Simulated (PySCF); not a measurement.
Computed shifts of a molecule C2H9FSi3, KT2/pcSseg-1 (PySCF), GIAO, gas phase, atoms alike by connectivity averaged where their shifts nearly agree, in ppm (number of nuclei): ¹⁹F: -194.5 (1). ¹³C: 92.6 (1), 31.6 (1). ²⁹Si: -43.5 (1), -85.1 (1), -106.7 (1). ¹H: 5.48 (1), 4.95 (1), 4.38 (1), 4.09 (1), 3.98 (3), 2.83 (1), 2.52 (1). References: ¹⁹F against CFCl3 (σ = 127.1 ppm); ¹³C against TMS (σ = 185.1 ppm); ²⁹Si against TMS (σ = 361.9 ppm); ¹H against TMS (σ = 31.47 ppm), references at their B3LYP-D3(BJ)/def2-TZVP geometries, non-relativistic. The structure is a stationary point at B3LYP-D3(BJ)/def2-SVP. Other conformers were not sampled.

**Question.** Identify the compound among the candidates.
A) F[C@H]1C[SiH2][Si@@H]1[SiH3]
B) F[Si@@H]1CC[Si@H]1[SiH3]
C) F/C=C(/[SiH3])[SiH2][SiH3]
D) F[Si]1([SiH3])C[SiH2]C1

**Answer.** A, F[C@H]1C[SiH2][Si@@H]1[SiH3]
